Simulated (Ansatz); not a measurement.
`CO[SiH2]S[SiH](F)F` + `[SiH3]S` → `CO[SiH2]S[SiH3]` + `F[SiH](F)S`  (ligand exchange at the Si–S bond)

Calculated with Ansatz (gas phase, PBE0-D4/def2-TZVP geometries, no zero-point term in ΔE). CBS: MP2 limit from def2 TZ/QZ plus the TZ coupled-cluster correction, frozen cores. DFT in def2-TZVPP. B3LYP here is the variant with VWN-RPA as its local correlation; programs differ in this. Each species was taken in one conformer, which may not be the lowest.

`CO[SiH2]S[SiH](F)F`:

Cartesian coordinates in Å:
```
C 1.305 -1.234 0.770
O 0.857 -0.515 -0.361
Si -0.518 -0.818 -1.196
S -1.437 1.070 -1.608
Si -0.775 2.016 0.156
F -1.052 1.109 1.431
F -1.654 3.325 0.317
H 0.468 -1.625 1.356
H 1.884 -0.555 1.398
H 1.946 -2.065 0.464
H -0.258 -1.438 -2.517
H -1.403 -1.684 -0.378
H 0.638 2.413 0.168
```

`[SiH3]S`:

Z-matrix (Å, degrees):
```
Si
S 1 2.137
H 1 1.485 2 111.6
H 1 1.485 2 111.6 3 -122.0
H 1 1.482 2 104.8 3 119.0
H 2 1.344 1 94.7 3 60.9
```

`CO[SiH2]S[SiH3]`:

```xyz
13

C    -0.754   -0.399    1.909
O    -1.657   -0.530    0.833
Si   -1.306   -0.117   -0.707
S     0.376   -1.186   -1.484
Si    1.831    0.362   -1.254
H     0.128   -1.030    1.762
H    -0.427    0.640    2.032
H    -1.265   -0.715    2.819
H    -0.983    1.334   -0.800
H    -2.499   -0.476   -1.500
H     3.144   -0.254   -1.564
H     1.840    0.882    0.137
H     1.572    1.489   -2.184
```

`F[SiH](F)S`:

Z-matrix (Å, degrees):
```
Si
F 1 1.585
S 1 2.104 2 111.3
F 1 1.585 2 105.3 3 120.8
H 1 1.470 2 109.7 3 -121.2
H 3 1.346 1 93.3 2 58.6
```

```csv
level,ΔE (kJ/mol),difference from CCSD(T)/CBS
PBE-D4,-4.2,-1.0
r2SCAN-D4,-2.2,1.0
PBE0-D4,-3.3,-0.1
B3LYP-D4,-1.6,1.6
ωB97X-V,-1.4,1.8
ωB97M-V,-1.5,1.7
B2PLYP,-3.1,0.1
PBE,-5.1,-1.9
r2SCAN,-2.5,0.7
PBE0,-4.1,-0.9
B3LYP,-3.2,0.0
HF/def2-TZVPP,-0.9,2.3
MP2/def2-TZVPP,-3.5,-0.3
SCS-MP2/def2-TZVPP,-2.8,0.4
CCSD/def2-TZVPP,-2.3,0.9
CCSD(T)/def2-TZVPP,-2.8,0.4
HF/def2-QZVPP,-1.2,2.0
MP2/def2-QZVPP,-3.8,-0.6
SCS-MP2/def2-QZVPP,-3.2,0.0
HF/CBS(def2),-1.2,2.0
MP2/CBS(def2),-3.9,-0.7
CCSD/CBS(def2),-2.7,0.5
CCSD(T)/CBS,-3.2,0
```

Largest T1 diagnostic among the species: 0.012.
